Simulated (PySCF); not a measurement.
Gas-phase reaction: 4 SnH2F2 → 2 SnH4 + 2 SnF3 + F2

Computed with PySCF and rigid-rotor harmonic-oscillator thermochemistry at 1 bar. † marks an energy on the PBE0/def2-TZVP geometry and frequencies; other levels use their own. MP2 and CCSD(T) freeze the core. Open shells (unrestricted): SnF3 (multiplicity 2); the rest are closed-shell singlets. B3LYP is the form with VWN-RPA correlation. Sn: scalar-relativistic def2 core potential, no spin-orbit coupling. SnH2F2, SnF3: computed as isolated molecules; such fragments, hydroxides, amides, oligomers or adducts are transient or little studied in the gas. MP2 isn't extrapolated to the basis-set limit. CCSD(T) isn't extrapolated to the basis-set limit.

| level | ΔH°(298 K), kJ |
|---|---|
| B3LYP/def2-TZVP† | [?] |
| CCSD(T)/def2-TZVPP† | 820 |
| HF/def2-TZVP† | [?] |
| M06-2X/def2-TZVP† | 860 |
| MP2/def2-TZVPP† | 857 |
| PBE/def2-SVP | [?] |
| PBE/def2-TZVP† | 746 |
| PBE0/def2-QZVP† | 802 |
| PBE0/def2-SVP† | 758 |
| LDA/def2-TZVP† | [?] |
| ωB97M-V/def2-TZVP† | 814 |

Q: What belongs in the gaps?

A: 
- B3LYP/def2-TZVP†, ΔH°(298 K), kJ: 785
- HF/def2-TZVP†, ΔH°(298 K), kJ: 831
- PBE/def2-SVP, ΔH°(298 K), kJ: 707
- LDA/def2-TZVP†, ΔH°(298 K), kJ: 793
